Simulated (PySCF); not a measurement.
A PySCF script (with the pyscf-properties extension) for the NMR shieldings of SMILES C=C(C)[SiH2]N[SiH2]N, C3H12N2Si2, on a GFN2-xTB geometry:

```python
import basis_set_exchange as bse
import numpy as np
from pyscf import gto, dft
from pyscf.prop import nmr

atoms = """
C    -1.747826    0.150162    1.643160
C    -1.866797   -0.056222    0.339355
C    -3.205391   -0.300377   -0.286583
Si   -0.408891   -0.020758   -0.860398
N     1.055376   -0.089331    0.045951
Si    2.668481    0.112825   -0.544086
N     3.633859    0.116738    0.885927
H    -0.792031    0.339299    2.102986
H    -2.597834    0.147212    2.311089
H    -3.219313   -1.275067   -0.772570
H    -3.395561    0.447569   -1.055124
H    -4.008516   -0.263074    0.447948
H    -0.532652   -1.144417   -1.806292
H    -0.401689    1.234526   -1.619541
H     1.000058   -0.591520    0.917660
H     2.649408    1.338328   -1.348630
H     3.162415   -1.018621   -1.332137
H     4.633574    0.145608    0.773256
H     3.363527    0.736370    1.633818
"""
names = dict.fromkeys(["C", "Si", "N", "H"], "pcSseg-1")
basis = {el: gto.basis.parse(bse.get_basis(n, elements=[el], fmt="nwchem")) for el, n in names.items()}
mol = gto.M(atom=atoms, basis=basis, charge=0, verbose=0)
mf = dft.RKS(mol, xc="PBE0")
mf.grids.level = 2
mf.grids.alignment = dft.numint.BLKSIZE   # the property module wants whole blocks of grid points
mf.conv_tol = 1e-9
mf.kernel()

calc = nmr.RKS(mf)   # GIAO
C = mf.mo_coeff
Co = C[:, mf.mo_occ > 0]
resp = mf.gen_response(singlet=True, hermi=2)
def vind(x):   # induced exchange potential for any number of trial vectors
    d = np.einsum("pi,xij,qj->xpq", C, 2 * x.reshape(-1, C.shape[1], Co.shape[1]), Co, optimize=True)
    return np.einsum("xpq,pi,qj->xij", resp(d - d.transpose(0, 2, 1)), C, Co, optimize=True).ravel()
mo1, _ = nmr.rhf.solve_mo1(calc, with_cphf=vind)
sigma = calc.kernel(mo1)
for i, s in enumerate(sigma):   # ppm
    w = np.linalg.eigvalsh((s + s.T) / 2)
    print("%2d %-2s iso %8.1f  s11 %8.1f  s22 %8.1f  s33 %8.1f" % (i, mol.atom_pure_symbol(i), w.mean(), *w))
```

**Question.** What does it print?

**Answer.** 
```
 0 C  iso     55.1  s11    -60.8  s22     72.6  s33    153.4
 1 C  iso     35.3  s11    -77.8  s22      8.8  s33    174.8
 2 C  iso    160.4  s11    146.3  s22    148.5  s33    186.4
 3 Si iso    395.2  s11    353.5  s22    381.3  s33    450.7
 4 N  iso    254.6  s11    217.1  s22    259.6  s33    287.0
 5 Si iso    382.5  s11    357.6  s22    361.4  s33    428.4
 6 N  iso    253.9  s11    212.0  s22    259.6  s33    290.0
 7 H  iso     26.1  s11     23.6  s22     24.4  s33     30.2
 8 H  iso     25.5  s11     22.8  s22     25.0  s33     28.9
 9 H  iso     29.6  s11     25.6  s22     28.4  s33     34.9
10 H  iso     29.7  s11     25.6  s22     28.5  s33     35.1
11 H  iso     29.7  s11     26.1  s22     28.3  s33     34.7
12 H  iso     26.7  s11     22.5  s22     25.9  s33     31.8
13 H  iso     26.8  s11     23.3  s22     25.9  s33     31.1
14 H  iso     31.9  s11     22.7  s22     31.4  s33     41.7
15 H  iso     26.4  s11     22.9  s22     25.2  s33     31.2
16 H  iso     26.6  s11     23.0  s22     24.8  s33     32.0
17 H  iso     31.6  s11     24.2  s22     26.6  s33     44.1
18 H  iso     31.5  s11     24.0  s22     28.9  s33     41.5
```

These numbers come from an equivalent density-fitted implementation of the same equations, which agrees with the script to about 0.01 ppm for H and up to a few tenths of a ppm for heavy atoms, so last digits may differ.

**Question.** Turn these shieldings into chemical shifts. Scale: TMS for 13C (σ = 186.93 ppm) and 29Si (σ = 349.16 ppm) and 1H (σ = 31.72 ppm); NH3 for 15N (σ = 267.73 ppm) (reference shieldings calculated alike).

**Answer.** Averaging equivalent atoms: C 1: 151.6; C 0: 131.8; C 2: 26.5; Si 5: -33.3; Si 3: -46.0; N 6: 13.8; N 4: 13.1; H 8: 6.18; H 7: 5.66; H 15/16: 5.20; H 12/13: 4.98; H 9/10/11: 2.04; H 17/18: 0.16; H 14: -0.21 ppm. Experimental scales use liquid or dissolved standards, which lie at an offset from isolated NH3 (liquid NH3: subtract about 20 ppm).

Size and cost of the density-fitted run: 193 basis functions, 57 s wall time on 1 thread of an Arm Neoverse N1, shared host; peak memory 0.85 GiB.
